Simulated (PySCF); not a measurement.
In(Me)2(SiMe3), C5H15InSi, SMILES [In]([Si](C)(C)C)([CH3])[CH3], GFN2-xTB optimised geometry.

```
22

In    -1.63     1.74     0.00
C     -2.20     2.82    -1.91
H     -1.55     2.53    -2.74
H     -2.11     3.89    -1.75
H     -3.23     2.59    -2.18
C     -1.94     2.95     1.89
H     -1.93     2.32     2.79
H     -2.89     3.47     1.84
H     -1.15     3.69     1.99
Si    -0.70    -0.74     0.00
C     -1.31    -1.69     1.55
C      1.22    -0.74     0.00
C     -1.31    -1.66    -1.57
H     -0.93    -2.70     1.59
H     -1.00    -1.18     2.46
H     -2.40    -1.74     1.56
H      1.60    -0.22     0.88
H      1.60    -0.22    -0.88
H      1.63    -1.74     0.00
H     -1.01    -1.13    -2.46
H     -2.40    -1.72    -1.57
H     -0.92    -2.67    -1.63
```

Density from PySCF with CAM-B3LYP/def2-SVP, def2 effective core potentials past Kr at that geometry. The core electrons that the potentials of In replace are not part of the density.

Minimum of the electron density along straight lines between bonded atoms, close to the bond critical point (lines longer than 1.1 times the sum of covalent radii, or with two minima, are not listed):

```csv
bond,length / Å,ρ at the minimum / e bohr⁻³,∇²ρ there / e bohr⁻⁵,position (fraction from the first atom)
In1–C2,2.261,0.081,0.15,0.50
C2–H3,1.091,0.269,-0.96,0.63
C2–H4,1.092,0.269,-0.96,0.63
C2–H5,1.092,0.268,-0.95,0.63
In1–C6,2.261,0.081,0.15,0.50
C6–H7,1.091,0.270,-0.97,0.63
C6–H8,1.092,0.269,-0.96,0.63
C6–H9,1.092,0.268,-0.95,0.63
In1–Si10,2.649,…,…,0.49
Si10–C11,1.920,0.108,0.29,0.38
Si10–C12,1.921,0.107,0.29,0.38
Si10–C13,1.919,0.108,0.29,0.38
C11–H14,1.086,0.272,-0.98,0.63
C11–H15,1.088,0.271,-0.98,0.63
C11–H16,1.088,0.271,-0.97,0.62
C12–H17,1.088,0.271,-0.97,0.63
C12–H18,1.088,0.271,-0.97,0.63
C12–H19,1.086,0.272,-0.98,0.63
C13–H20,1.088,0.271,-0.98,0.63
C13–H21,1.088,0.271,-0.97,0.62
C13–H22,1.086,0.272,-0.98,0.63
```

Some entries are withheld; supply them.


- In1–Si10, ρ at the minimum / e bohr⁻³: 0.065
- In1–Si10, ∇²ρ there / e bohr⁻⁵: -0.01
